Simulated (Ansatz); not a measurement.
Born–Oppenheimer molecular dynamics of ClF2GeHO (6 atoms, charge 0, multiplicity 1). It starts from a relaxed structure.

Theory: Ansatz 0.2.0, RKS B3LYP/def2-SVP.

- ensemble: NVT, Nosé–Hoover chain
- time step: 0.25 fs
- steps asked: 300
- set temperature: 500 K
- thermostat: time constant 100 fs, chain length 3 (defaults)
- seed: 128768

First frame:

```xyz
6
Properties=species:S:1:pos:R:3
Ge -0.017 -0.034 0.060
Cl 0.024 0.050 2.192
F 1.580 0.011 -0.569
F -0.781 1.384 -0.545
O -0.812 -1.460 -0.557
H -1.323 -1.934 0.115
```

**Question.** What does the run give?

**Answer.** The run went to its last step.

```json
{
  "steps done": "300",
  "time covered": "75 fs",
  "mean temperature over the second half": "292 K",
  "spread of the potential energy over the second half": "5.6 meV per atom",
  "mean potential energy of the second half above the start": "21.2 meV per atom"
}
```

The conserved energy stayed within 0.048 meV per atom of its start (net change 0.026 meV per atom), so the integration is sound. The mean temperature of the second half is 42 % below the set value. A run of 0.075 ps of so small a system gives no equilibrium averages.

**Question.** What happens to the structure?

**Answer.** The same pairs are bonded in the first frame and the last. Pairs count as bonded within 1.25 times the sum of covalent radii (0.12 Å more for H–H). This is one draw of velocities; another would differ in detail.

**Question.** How do temperature and energy run in time?

**Answer.** 
```csv
time (fs),T (K),potential energy less start (eV),conserved less start (meV/atom)
0.0,500,0.000,0.00
6.2,319,0.094,0.04
12.5,246,0.132,0.01
18.8,246,0.133,0.03
25.0,247,0.133,0.02
31.2,220,0.149,0.02
37.5,266,0.128,0.03
43.8,304,0.112,0.00
50.0,185,0.177,0.04
56.2,240,0.152,0.00
62.5,272,0.141,0.04
68.8,400,0.082,0.02
75.0,405,0.090,0.03
```

Run time: 12 min on 2 threads of Arm Neoverse V1, on a shared host, peak memory 0.22 GiB.
